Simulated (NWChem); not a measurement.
Molecule: BeSiNH₅; SMILES [Be]([SiH3])[NH2]

```xyz
8

Be    -0.0087    -0.7731     0.0069
N      0.0004    -2.2811     0.0006
H     -0.8285    -2.8828    -0.0003
H      0.8351    -2.8746    -0.0003
Si    -0.0100     1.3968     0.0055
H     -0.9481     1.9815    -1.0252
H      1.3577     1.9583    -0.3127
H     -0.4108     1.9993     1.3315
```
Atoms are numbered in this order, from 1.

Level: PBE-D3(BJ)/def2-SVP (NWChem), optimised geometry, unscaled harmonic frequencies. 

Task: List the harmonic frequencies with IR intensities, and the thermochemistry.

Result: 
```tsv
frequency (cm⁻¹)	IR intensity (km/mol)
14	0.0
177	2.1
182	0.2
394	0.1
430	9.6
441	168.3
485	5.5
619	37.4
836	151.5
905	29.2
910	35.0
1222	90.9
1484	92.6
2124	57.8
2131	87.3
2135	93.8
3498	55.9
3575	34.2
```

```
Item                                                                               Result
-----------------------------------------------------------------------  ----------------
zero-point energy                                                           30.8 kcal/mol
thermal correction to the enthalpy at 298.15 K (with zero-point energy)     35.4 kcal/mol
heat capacity Cv                                                         20.1 cal/(mol K)
entropy at 298.15 K and 1 atm (symmetry number 1)                        78.0 cal/(mol K)
dipole moment                                                                      2.61 D
```

Rigid rotor and harmonic oscillator; modes under 100 cm⁻¹ make the entropy uncertain.
